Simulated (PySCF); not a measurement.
Electron correlation in Ag (silver, neutral)

[Kr] 4d10 5s1, 2S determinant. Calculation: PySCF 2.14, in x2c-TZVPPall with one added diffuse shell each of s, p, d, f type (9s7p7d3f1g, 95 functions); the spin-free X2C one-electron Hamiltonian (Gaussian nucleus). Frozen: [Ar] 3d10; 19 electrons correlated.

MP2 pair energies summed by pair of shells (mhartree):

```csv
pair,energy,share (%)
4d-4d,-358.02,52.6
4p-4d,-173.46,25.5
4p-4p,-46.74,6.9
4d-5s,-37.62,5.5
4s-4d,-34.70,5.1
4s-4p,-22.90,3.4
4s-4s,-4.07,0.6
4p-5s,-3.43,0.5
4s-5s,-0.31,0.0
```

Total MP2 correlation energy: -681.24 mhartree.

Same-spin part -229.20 and opposite-spin part -452.04 mhartree; SCS-MP2 scales them by 1/3 and 6/5 to -618.85 mhartree.

This basis was not built for core-valence correlation, so the inner-shell part is incomplete.
